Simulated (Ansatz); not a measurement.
Consider the formal hydrolysis of a C–C bond: `CC[SiH2][SiH3]` + H₂O → `OC[SiH2][SiH3]` + CH₄.

Program: Ansatz. Geometries: PBE0-D4/def2-TZVP. ΔE: electronic, gas phase. CBS: MP2 limit from def2 TZ/QZ plus the TZ coupled-cluster correction, frozen cores. This one scheme is used for every species. One conformer a species, not always the lowest.

```json
{"level": "MP2/def2-QZVPP", "ΔE (eV)": "0.70"}
{"level": "CCSD/CBS(def2)", "ΔE (eV)": "0.64"}
```

Q: What does CCSD(T)/CBS give? (Estimate.)

A: The calculation gave: +0.65 eV. The listed levels differ from it by 0.05, -0.01 eV.

Largest T1 diagnostic among the species: 0.012.

The D4 term adds +0.07 eV with B3LYP and +0.04 eV with PBE0; it sums over pairs of atoms, weighted by their polarisabilities, and B3LYP, whose exchange is more repulsive, gets the larger term. In def2-TZVPP, CCSD(T) changes the Hartree–Fock value by +0.11 eV (the triples alone add +0.00 eV) and MP2 by +0.18 eV.

B3LYP here is the variant with VWN-RPA as its local correlation; programs differ in this.
